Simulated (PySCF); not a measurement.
## Unknown compound

The spectra below were simulated for a compound C10H14.

$^{1}$H NMR (300 MHz, computed): δ 6.44 (m, 1H), 6.01 (m, 1H), 6.01 (m, 1H), 5.27 (m, 1H), 5.19 (m, 1H), 2.89 (m, 1H), 2.18 (m, 1H), 1.95 (m, 1H), 1.84 (m, 1H), 1.74 (m, 1H), 1.69 (m, 1H), 1.69 (m, 1H), 1.18 (m, 1H), 0.92 (m, 1H).

$^{13}$C{$^{1}$H} NMR (computed): δ 152.5 (CH), 151.3 (C), 119.7 (CH2), 111.0 (CH2), 38.6 (CH), 32.9 (C), 27.4 (CH2), 23.2 (CH2), 21.5 (CH2), 16.4 (CH2).

Computational details: GIAO PBE0/pcSseg-1 shieldings, GFN2-xTB structure, in PySCF 2.14.0 with density-fitted response routines (a single conformation, relativity neglected, no solvent).

Chemical shifts δ = σref − σ; TMS for $^{1}$H (σ = 31.72 ppm) and $^{13}$C (σ = 186.93 ppm), all at this level.

Task: Which of these isomers gave the spectra?
A. CC(C)(C)C=C1C=CC=C1
B. C=C(C)/C(C)=C(\C)C#CC
C. C#C/C(CC)=C(\C)CC=C
D. C=C[C@]1(C2CCC2)CC1=C
E. C=C[C@@H]1CC[C@@H]1C=C1CC1
F. C=C[C@@H]1C[C@@H]2C=C[C@H]1CC2

Result: D. 

- Rings plus π bonds: 4 (2 rings in the answer).
- 10 carbon signals for 10 carbons: no two carbons are equivalent.
- Carbon types of the structure: 2 × C, 2 × CH, 6 × CH2, which accounts for all hydrogens.
- δC 152.5: alkene CH; the olefinic region.
- δC 151.3: fully substituted alkene carbon; as expected for a trigonal carbon in a double bond.
- δC 119.7, 111.0: terminal =CH2 carbon; an sp2 carbon of a C=C bond.
- δH 6.01, 6.01, 5.27, 5.19: hydrogen on a terminal =CH2 carbon; attached to an sp2 carbon and in the plane of the double bond.
- δH 1.18, 0.92: hydrogen on a three-membered-ring carbon; cyclopropane-type protons are shielded by the ring.

The others: C#C/C(CC)=C(\C)CC=C would give 8 signals for carbon-bound and other non-exchanging H, not 14; C=C[C@@H]1CC[C@@H]1C=C1CC1 has carbons computed at 151.4, 129.6, 129.3, 119.6, 46.6, 44.4, 26.5, 24.8, 5.0, 4.3, with a different DEPT pattern; C=C(C)/C(C)=C(\C)C#CC would give 6 signals for carbon-bound and other non-exchanging H, not 14; CC(C)(C)C=C1C=CC=C1 would give 8 carbon signals, not 10; C=C[C@@H]1C[C@@H]2C=C[C@H]1CC2 has carbons computed at 155.6, 143.7, 142.0, 117.1, 48.2, 40.2, 37.2, 33.9, 29.3, 26.9, with a different DEPT pattern.

Shifts are as computed. Against solution values, carbons near 30 ppm lie about +3 ppm off and those near 130 ppm about +5 ppm. Of 1211 compounds with measured shifts, 218 miss one by over three times the rms of a fit or turn the order of signals round; such compounds aren't used in these exercises. Multiplicities follow the n + 1 count of equivalent neighbours, as no J values were calculated; m marks all less simple cases, F and P coupling included.
